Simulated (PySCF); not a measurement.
# Heteronuclear NMR

Bonds (- single, = double, # triple, : aromatic): C1-C2, C2=O3, C2-C4, C4=C5, C5-C6, C6-Si7, C6-C8, C8=C9, C9-C10, C10-C4, C10-C6. C1 carries H11, H12, H13; C5 carries H14; Si7 carries H15, H16, H17; C8 carries H18; C9 carries H19; C10 carries H20. Stereochemistry as in CC(=O)C1=C[C@@]2([SiH3])C=C[C@@H]12.

PySCF calculation with σ from GIAO-PBE0/pcSseg-1 and GFN2-xTB structure; single conformer, fast rotation and ring inversion assumed for equivalent nuclei, isolated molecule, non-relativistic.

(1) Predict the ²⁹Si NMR data.

(2) Predict the ¹⁷O NMR data.

Answers

(1) 
```tsv
atoms	environment	σ (ppm)	δ (ppm)
Si7	silicon bonded to C, 3 H	422.3	-67.1
```

Shieldings were converted by a linear fit to measured shifts: ²⁹Si: δ = 279.94 − 0.822σ (rms 8.9 ppm, 72 shifts, 25.8 ppm with the 6 outliers that the fit left out vs TMS, solution or neat liquid). Occasional misses reach two or three times the rms, and more in compound classes unlike the fitted ones.

On a 500 MHz spectrometer ²⁹Si resonates near 99.3 MHz, so 1 ppm is 99.3 Hz.

(2) 
```json
{"atoms": "O3", "environment": "ketone oxygen", "σ (ppm)": "-328.5", "δ (ppm)": "565.9"}
```

Shieldings were converted by a linear fit to measured shifts: ¹⁷O (scatter 10.7 ppm rms, 12.2 ppm with the 3 outliers that the fit left out vs liquid water, solution or neat liquid). Occasional misses reach two or three times the rms, and more in compound classes unlike the fitted ones.

On a 400 MHz spectrometer ¹⁷O resonates near 54.2 MHz, so 1 ppm is 54.2 Hz.
